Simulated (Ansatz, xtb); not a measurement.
# C4H6BF2N: which of two isomers lies lower

Structure a: `FB(F)C[C@@H]1CC=N1`, a singlet. Structure b: `FB(F)[C@@H]1CCC=N1`, a singlet. Both are isolated molecules in the gas phase, relaxed with B3LYP-D3(BJ)/def2-SVP; each stands in its lowest conformer found.

Quicker runs give these differences E(b) − E(a): GFN2-xTB −101.0 kJ/mol; HF/STO-3G −120.1 kJ/mol (at GFN2-xTB geometries); r2SCAN-D4/def2-SVP −88.6 kJ/mol (at GFN2-xTB geometries).

Problem. Estimate E(b) − E(a) at the level CCSD(T)/def2-SVP + ΔMP2/def2-TZVPP.

Solution. Calculated at CCSD(T)/def2-SVP + ΔMP2/def2-TZVPP: E(b) − E(a) = −85.3 kJ/mol, so structure b lies lower.

How the difference moves with the method:

```csv
level,geometry,E(b) − E(a) (kJ/mol),departure from the last row (kJ/mol),"job, with rough time for the two"
GFN2-xTB,GFN2-xTB,−101.0,−15.8,"optimisation, 0.33 s"
HF/STO-3G,GFN2-xTB,−120.1,−34.9,"single point, 0.4 s"
r2SCAN-D4/def2-SVP,GFN2-xTB,−88.6,−3.3,"single point, 3.8 s"
B3LYP-D3(BJ)/def2-SVP,B3LYP-D3(BJ)/def2-SVP,−89.7,−4.4,"optimisation, 75 s"
HF/def2-SVP,B3LYP-D3(BJ)/def2-SVP,−89.9,−4.7,part of the CCSD(T) run
MP2/def2-SVP,B3LYP-D3(BJ)/def2-SVP,−87.8,−2.5,part of the CCSD(T) run
CCSD(T)/def2-SVP,B3LYP-D3(BJ)/def2-SVP,−87.1,−1.8,single point
CCSD(T)/def2-SVP + ΔMP2/def2-TZVPP,B3LYP-D3(BJ)/def2-SVP,−85.3,,"single point, 91 s"
```

As drawn, both hold the same kinds of bond in the same numbers. Structure a has a 4-membered ring, b a 5-membered ring.

The levels shown agree on the order. The largest departure from CCSD(T)/def2-SVP + ΔMP2/def2-TZVPP is that of HF/STO-3G, 34.9 kJ/mol. The last row adds to CCSD(T) the change of the MP2 difference between the two basis sets, here +1.8 kJ/mol.

With thermal terms from frequencies at re-optimised GFN2-xTB minima (ideal gas, soft modes damped towards free rotors, one conformer each, 298.15 K, 1 atm): the zero-point term adds +4.8 kJ/mol; ΔH is −81.4 and ΔG −79.6 kJ/mol.

The correlated steps freeze 8 core orbitals. Programs: Ansatz 0.2.0, xtb 6.7.1; the last row on 4 threads of Arm Neoverse V1 on a shared host.
